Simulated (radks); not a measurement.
The numbers below are computed, except where a source is named.
Q: Ce VIII, 51 electrons, occupied as [Kr] 4d10 5s2 5p3. Level of theory: Dirac Kohn-Sham, LDA (Slater exchange, Perdew-Wang correlation), spin-unpolarised, spherical densities, finite nucleus; open shells fill j = l - 1/2 first; Fermi nuclear charge, rms radius 4.8771 fm (a radial shooting solver on a logarithmic mesh with Libxc functionals). Some entries of the table are withheld. Estimate them.

| orbital | occ. | eigenvalue (eV) | <r> (bohr) |
|---|---|---|---|
| 1s1/2 | 2 | (1) | 0.02459 |
| 2s1/2 | 2 | -6529.346 | 0.1048 |
| 2p1/2 | 2 | -6173.075 | 0.08798 |
| 2p3/2 | 4 | -5727.072 | 0.09419 |
| 3s1/2 | 2 | -1481.160 | (2) |
| 3p1/2 | 2 | -1329.883 | 0.2683 |
| 3p3/2 | 4 | -1242.267 | 0.2805 |
| 3d3/2 | 4 | -976.5901 | 0.2514 |
| 3d5/2 | 6 | -957.7583 | 0.2553 |
| 4s1/2 | 2 | -373.4878 | 0.6345 |
| 4p1/2 | 2 | -317.0682 | 0.6518 |
| 4p3/2 | 4 | -297.8024 | 0.6785 |
| 4d3/2 | 4 | -204.6620 | 0.7267 |
| 4d5/2 | 6 | -201.2263 | 0.7358 |
| 5s1/2 | 2 | -121.8725 | 1.393 |
| 5p1/2 | 2 | (3) | 1.496 |
| 5p3/2 | 1 | (4) | 1.547 |

A: 
(1) 1s1/2 eigenvalue (eV): -40285.59
(2) 3s1/2 <r> (bohr): 0.2787
(3) 5p1/2 eigenvalue (eV): -103.9904
(4) 5p3/2 eigenvalue (eV): -100.0341
